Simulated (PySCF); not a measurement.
## Electron correlation in Cd (cadmium, neutral)

[Kr] 4d10 5s2, closed-shell 1S. Calculation: PySCF 2.14, in cc-pVDZ-PP with ECP28MDF; a scalar-relativistic core potential. Frozen: 4s2 4p6; 12 electrons correlated.

MP2 pair energies summed by pair of shells (mhartree):

| pair | energy | share (%) |
| --- | --- | --- |
| 4d-4d | -263.54 | 78.8 |
| 4d-5s | -51.39 | 15.4 |
| 5s-5s | -19.70 | 5.9 |

Total MP2 correlation energy: -334.63 mhartree.

Same-spin part -120.42 and opposite-spin part -214.21 mhartree; SCS-MP2 scales them by 1/3 and 6/5 to -297.20 mhartree.

```csv
level,correlation energy (mhartree)
CCSD,-322.83
(T),-5.79
CCSD(T),-328.62
```

Diagnostics: T1 = 0.0086, D1 = 0.0285, largest double amplitude 0.082.

Cost of the coupled-cluster step: 0.34 s of wall time on 1 thread of Neoverse-V1 (shared host), for 12 correlated electrons.

Iterations:

```
CC2 = 0
CCSD nocc = 6, nmo = 34
frozen orbitals [0, 1, 2, 3]
max_cycle = 100
direct = 0
conv_tol = 1e-08
conv_tol_normt = 1e-06
diis_space = 8
diis_start_cycle = 0
Init t2, MP2 energy = -167.172379996091  E_corr(MP2) -0.334630485013082
Init E_corr(CCSD) = -0.334630485013954
cycle = 1  E_corr(CCSD) = -0.315936423912173  dE = 0.0186940611  norm(t1,t2) = 0.0436777
cycle = 2  E_corr(CCSD) = -0.321810392956876  dE = -0.00587396904  norm(t1,t2) = 0.0158934
cycle = 3  E_corr(CCSD) = -0.322410717167552  dE = -0.000600324211  norm(t1,t2) = 0.00639024
cycle = 4  E_corr(CCSD) = -0.322844061755775  dE = -0.000433344588  norm(t1,t2) = 0.000887162
cycle = 5  E_corr(CCSD) = -0.322834915982989  dE = 9.14577279e-06  norm(t1,t2) = 0.00010136
cycle = 6  E_corr(CCSD) = -0.322832352889734  dE = 2.56309325e-06  norm(t1,t2) = 2.14666e-05
cycle = 7  E_corr(CCSD) = -0.322832729237177  dE = -3.76347443e-07  norm(t1,t2) = 7.08361e-06
cycle = 8  E_corr(CCSD) = -0.322832768917126  dE = -3.96799487e-08  norm(t1,t2) = 7.65184e-07
cycle = 9  E_corr(CCSD) = -0.322832736876287  dE = 3.20408383e-08  norm(t1,t2) = 1.42399e-07
cycle = 10  E_corr(CCSD) = -0.322832735261706  dE = 1.61458136e-09  norm(t1,t2) = 3.57079e-08
CCSD converged
E(CCSD) = -167.16058224634  E_corr = -0.3228327352617059
CCSD(T) correction = -0.00579274743771375
```
